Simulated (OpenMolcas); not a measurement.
Systems:
- V2+ on the Mg site of MgS (host space group Fm-3m, cell from Materials Project; site symmetry m-3m, 6 S neighbours at 2.65 Å on average after a typed radial shift of +0.04 Å), as a cluster of the dopant and its first shell in 18 model-potential ions and 460 point charges fitted to the lattice potential, without relaxation or charge compensation

Method: state-averaged CASSCF on the open d shell with SC-NEVPT2, ANO basis sets as named, scalar-relativistic DKH2, RICD, in OpenMolcas. State energies are spin-free and vertical. Orbital splittings and repulsion parameters are fits to the integrals of the highest spin's CASSCF orbitals. Times are rough, from shared cores.

```csv
case,ground state,first state of the same spin (cm⁻¹),first state of another spin (cm⁻¹),d-orbital splitting (cm⁻¹),Racah B (cm⁻¹),basis functions,relative time
ANO-RCC-VDZP,⁴A₂g,⁴T₂g 9080,²Eg(1) 11990,8020,888,142,4
ANO-RCC-MB,⁴A₂g,(withheld),²Eg(1) 14650,(withheld),845,72,1
ANO-RCC-VDZ,⁴A₂g,⁴T₂g 9250,²Eg(1) 13200,8260,901,105,2
ANO-RCC-VTZP,⁴A₂g,⁴T₂g 8590,²Eg(1) 10950,7480,898,263,30
```

Complete the blanks.


- ANO-RCC-MB, first state of the same spin (cm⁻¹): ⁴T₂g 10780
- ANO-RCC-MB, d-orbital splitting (cm⁻¹): 10020

The minimal active space holds the metal's open shell only. The geometry is a model, so the numbers describe that model and not a measured compound. Sulfide, selenide, telluride and nitride hosts are partly covalent, so formal ionic charges are a crude embedding. Gaps under about 300 cm⁻¹ between spin-free states are not resolved by the perturbation step.
